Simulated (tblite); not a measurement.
disilazane (H7NSi2), singlet, geometry from GFN2-xTB; GFN1-xTB run with tblite.

Input for tblite:
```
$ tblite run mol.xyz --method gfn1 --charge 0 --spin 0 --spin-polarized --json tblite.json --no-restart

# file mol.xyz
10

Si     1.49303295    -0.29467355     0.37775681
N      0.07177708    -0.11245754    -0.59500001
Si    -1.52266963     0.35803387    -0.10940318
H      2.60085977    -0.44841929    -0.56612732
H      1.61644865     0.91435503     1.18804151
H      1.41022821    -1.47096761     1.25316965
H      0.11743383    -0.57014488    -1.49085173
H     -2.18929653    -0.69189990     0.67169837
H     -2.25767966     0.60314487    -1.35098125
H     -1.38552039     1.56409001     0.70310006
```

The log (banner, timings and long lists left out):

```
xTB calculator
 | screened Coulomb repulsion
 | Coulomb electrostatics
 |  * isotropic Klopman-Ohno-Mataga-Nishimoto electrostatics
 |  * onsite third-order electrostatics
 | DFT-D3(BJ) dispersion correction
 | Interactions (1)
 | [1] spin polarization

halogen bonding energy    0.0000000000000E+00 Eh
repulsion energy          1.0049744913185E-01 Eh
dispersion energy        -3.0740816078673E-03 Eh
interaction energy        0.0000000000000E+00 Eh
number of electrons       2.0000000000000E+01 e
integral cutoff           2.8146159136829E+01 bohr

------------------------------------------------------------
  cycle        total energy    energy error   density error
------------------------------------------------------------
      1     -10.68955881084  -1.0786982E+01   3.2318522E-01
      2     -10.75922177441  -6.9662964E-02   1.6080711E-01
      3     -10.76051773889  -1.2959645E-03   5.2735935E-02
      4     -10.76052848671  -1.0747825E-05   6.0649243E-03
      5     -10.76056258114  -3.4094424E-05   9.1307462E-04
      6     -10.76056403275  -1.4516185E-06   2.3946021E-04
      7     -10.76056418026  -1.4750866E-07   1.0337275E-04
      8     -10.76056421600  -3.5732951E-08   8.5836632E-06
------------------------------------------------------------

electronic energy        -1.0857987583520E+01 Eh
total energy             -1.0760564215996E+01 Eh

Post processing:
 | Mayer-Wiberg bond orders

[Info] JSON dump of results written to 'tblite.json'
```
